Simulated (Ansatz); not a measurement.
The same path of F3H6NOSiTi (13 atoms, charge 0, multiplicity 1) was run 3 times with different band settings. Lost on the way: N7–H13. Made: O2–H13.

Level of theory: Ansatz 0.2.0, RKS PBE/def2-SVP.

Relaxed end points:

```xyz
13
Properties=species:S:1:pos:R:3
Ti 0.043 -0.068 0.274
O -0.603 -0.191 1.973
H -1.274 0.460 2.254
F 1.680 0.607 0.051
F -0.939 1.315 -0.219
F -0.506 -1.294 -0.887
N 1.256 -1.923 1.105
H 0.992 -2.693 0.476
Si 3.035 -1.712 1.277
H 3.647 -2.925 1.929
H 3.603 -1.557 -0.099
H 3.270 -0.519 2.149
H 0.769 -2.073 2.000
```

```xyz
13
Properties=species:S:1:pos:R:3
Ti -0.028 -0.721 -0.022
O 0.796 0.258 1.969
H 0.882 1.188 1.677
F 0.341 0.957 -0.512
F -1.391 -0.888 1.122
F -0.636 -1.460 -1.494
N 1.457 -1.845 0.280
H 1.554 -2.579 -0.435
Si 2.707 -1.889 1.530
H 3.621 -3.039 1.182
H 3.535 -0.634 1.568
H 2.149 -2.149 2.903
H -0.015 0.227 2.516
```

Common settings: spring 5.0 eV/Å²; start path through a guess of the saddle point; force threshold 0.05 eV/Å; iteration limit 60; end points relaxed.

| run | movable images | climbing image | optimiser | largest step |
| --- | --- | --- | --- | --- |
| 1 | 7 | yes | quadratic models (default) | default |
| 2 | 7 | yes | fire | 0.5 Å |
| 3 | 1 | no | quadratic models (default) | default |

Task: What does each run give, and how far can it be trusted?

Result: Run 1: converged after 22 iterations, highest image 0.989 eV above the first end. The profile has 2 maxima (images 1, 4) with wells between them (image 3): this band takes more than one step, which may be the mechanism or a detour left from its start path. A vibrational analysis at the climbing image gives one clearly imaginary mode, 655i cm⁻¹: a first-order saddle point.
Run 2: not converged after 60 iterations, highest image 0.991 eV above the first end. The band didn't meet its force threshold, so its energies are provisional: the largest band force was still 0.52 eV/Å, and over the last iterations the top stayed at 0.99 eV.
Run 3: converged after 20 iterations, highest image 0.728 eV above the first end. No image climbed, so the highest image needn't sit at the top of the path. So few images can step over the top or miss a turn of the path.
The orbitals stay closed-shell, which can raise the energy where a bond breaks towards radicals; this wasn't checked here.
